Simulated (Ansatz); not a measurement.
C2H10Si2, SMILES `C[SiH2][SiH2]C` (C–Si–Si–C torsion 180°) (charge 0, multiplicity 1).

Computed with frozen-core CCSD(T)/6-31g // PBE0-D3(BJ)/def2-TZVP (Ansatz, a quantum-chemistry and plane-wave program).

Ansatz 0.2 input:
```yaml
crystal:
  periodic: [false, false, false]
  atoms:
    - { symbol: C, position_ang: [-2.558777, -0.084578, -0.15214] }
    - { symbol: Si, position_ang: [-0.880196, 0.12899, 0.661952] }
    - { symbol: Si, position_ang: [0.880196, -0.128987, -0.85973] }
    - { symbol: C, position_ang: [2.558776, 0.084575, -0.045635] }
    - { symbol: H, position_ang: [-3.362281, 0.04018, 0.576948] }
    - { symbol: H, position_ang: [-2.699383, 0.652886, -0.945234] }
    - { symbol: H, position_ang: [-2.649444, -1.079229, -0.593806] }
    - { symbol: H, position_ang: [-0.786991, 1.481626, 1.286184] }
    - { symbol: H, position_ang: [-0.719293, -0.866367, 1.762566] }
    - { symbol: H, position_ang: [0.786986, -1.481621, -1.483962] }
    - { symbol: H, position_ang: [0.719293, 0.866373, -1.960339] }
    - { symbol: H, position_ang: [2.649445, 1.079226, 0.396034] }
    - { symbol: H, position_ang: [2.69938, -0.65289, 0.747459] }
    - { symbol: H, position_ang: [3.362281, -0.040183, -0.774722] }
basis:
  gaussian: { orbitals: "6-31g" }
correlation:
  method: ccsd_t
```

Output:

```
Functional definition: HF
854 factors; integrals over basis functions are off by at most 2.0e-4 eV
mean field evaluation 1: about -17938.1669 eV, gradient 2.4e1 eV
mean field evaluation 2: about -17938.1650 eV, gradient 2.4e1 eV
mean field evaluation 4: about -17939.9258 eV, gradient 2.1e0 eV
mean field evaluation 8: about -17939.9413 eV, gradient 9.7e-5 eV
mean field evaluation 16: about -17939.9439 eV, gradient 1.7e-2 eV
mean field -17939.94129077 eV, -659.2806823067 hartree, gradient 2.2e-6 eV, S^2 0.000000; 1 other end points of the search recorded, 0 dependent functions left out
12 core orbitals not correlated
reference -17939.94129077 eV, -659.2806823067 hartree; 13, 13 occupied and 39, 39 virtual orbitals, 854 factors
second order -7.99986634 eV of doubles, -0.00000000 eV of singles
cycle   1  -9.09401802 eV  change    -1.1e0 eV  update   8.3e-2
cycle   2  -9.58046866 eV  change   -4.9e-1 eV  update   3.0e-2
cycle   3  -9.62137654 eV  change   -4.1e-2 eV  update   6.9e-3
cycle   4  -9.62264949 eV  change   -1.3e-3 eV  update   1.9e-3
cycle   5  -9.62293945 eV  change   -2.9e-4 eV  update   5.4e-4
cycle   6  -9.62299251 eV  change   -5.3e-5 eV  update   1.4e-4
cycle   7  -9.62301420 eV  change   -2.2e-5 eV  update   3.8e-5
cycle   8  -9.62302964 eV  change   -1.5e-5 eV  update   1.2e-5
perturbative correction -0.18861107 eV, -0.0069313291 hartree
Total energy: -17949.75293148 eV, -659.6412534522 hartree
```
